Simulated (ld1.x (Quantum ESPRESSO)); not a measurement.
## Reading a pseudo-wave (C)

Columns: radius, all-electron u(r) and pseudo u(r) of the 2s shell (level -32.89 eV) of carbon in the configuration [He] 2s2 2p0.5; BP86, scalar-relativistic, TM scheme, ld1.x (Quantum ESPRESSO) 7.5.

| r (bohr) | all-electron | pseudo |
| --- | --- | --- |
| 0.098 | 0.3660 | -0.0662 |
| 0.195 | 0.3514 | -0.1350 |
| 0.292 | 0.1828 | -0.2100 |
| 0.390 | -0.0361 | -0.2952 |
| 0.488 | -0.2516 | -0.3913 |
| 0.585 | -0.4385 | -0.4958 |
| 0.682 | -0.5914 | -0.6037 |
| 0.780 | -0.7098 | -0.7058 |
| 0.878 | -0.7937 | -0.7890 |
| 0.975 | -0.8463 | -0.8446 |
| 1.072 | -0.8731 | -0.8729 |
| 1.170 | -0.8786 | -0.8786 |
| 1.268 | -0.8671 | -0.8671 |
| 1.365 | -0.8428 | -0.8428 |
| 1.463 | -0.8087 | -0.8087 |
| 1.560 | -0.7684 | -0.7684 |
| 1.658 | -0.7232 | -0.7232 |
| 1.755 | -0.6761 | -0.6761 |
| 1.852 | -0.6281 | -0.6281 |
| 1.950 | -0.5797 | -0.5797 |
| 2.047 | -0.5329 | -0.5329 |
| 2.145 | -0.4872 | -0.4872 |
| 2.242 | -0.4442 | -0.4442 |
| 2.340 | -0.4031 | -0.4031 |
| 2.438 | -0.3646 | -0.3646 |
| 2.535 | -0.3292 | -0.3292 |

**Question.** How many radial nodes do the two functions have?

**Answer.** The all-electron 2s function has n − l − 1 = 1; the pseudo-wave has 0, since the states of the same l below it are removed with the core.

**Question.** At about which radius was the pseudo-wave matched?

**Answer.** 1.20 bohr. The columns agree to 0.0005 from 1.07 bohr on; several derivatives are matched, so the curves merge somewhat inside the radius.

**Question.** Where does each function peak?

**Answer.** Outermost all-electron maximum near 1.17 bohr, pseudo maximum near 1.17 bohr (to the table’s step).

**Question.** Is the pseudo-wave norm-conserving?

**Answer.** Yes: the TM scheme keeps the norm inside the radius equal to the all-electron one, which fixes the energy derivative of the logarithmic derivative at the level.
